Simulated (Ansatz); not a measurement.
CH8B2N2 (`BNBNC`). Total charge 0; spin multiplicity 1. Geometry: relaxed with PBE0-D4/def2-TZVP. It is one conformer, not always the lowest.

```xyz
13

B     0.767   -0.662   -1.650
N     0.093    0.538   -1.387
B    -0.203    1.235   -0.148
N    -0.354    0.633    1.099
C    -0.356   -0.764    1.467
H     1.162   -1.347   -0.754
H     0.965   -0.978   -2.789
H    -0.119    1.092   -2.205
H    -0.353    2.425   -0.199
H    -0.507    1.257    1.873
H     0.637   -1.122    1.759
H    -1.038   -0.931    2.304
H    -0.694   -1.375    0.630
```

(1) What is the dipole moment at PBE/def2-TZVPP? (Estimate.)

(2) And with r2SCAN, B3LYP, ωB97M-V? (An estimate is asked.)

(3) Give the Mulliken charges with PBE, B3LYP, ωB97M-V in def2-TZVPP. (Best estimate.)

Results:

(1) Computed: 1.72 D, with components (-0.86, 0.43, 1.43) D in this frame, pointing from negative to positive charge.

(2) The calculation gave: r2SCAN 1.62 D, B3LYP 1.58 D, ωB97M-V 1.54 D.

(3) Computed: 
| atom | PBE | B3LYP | ωB97M-V |
| --- | --- | --- | --- |
| B1 | -0.14 | -0.13 | -0.18 |
| N2 | -0.09 | -0.14 | -0.16 |
| B3 | -0.03 | 0.00 | 0.00 |
| N4 | -0.15 | -0.18 | -0.16 |
| C5 | -0.18 | -0.17 | -0.25 |
| H6 | -0.01 | 0.01 | 0.05 |
| H7 | -0.01 | 0.01 | 0.05 |
| H8 | 0.16 | 0.15 | 0.12 |
| H9 | -0.02 | -0.01 | 0.04 |
| H10 | 0.16 | 0.15 | 0.12 |
| H11 | 0.10 | 0.11 | 0.13 |
| H12 | 0.09 | 0.09 | 0.11 |
| H13 | 0.10 | 0.10 | 0.12 |

B3LYP here is the variant with VWN-RPA as its local correlation; programs differ in this.
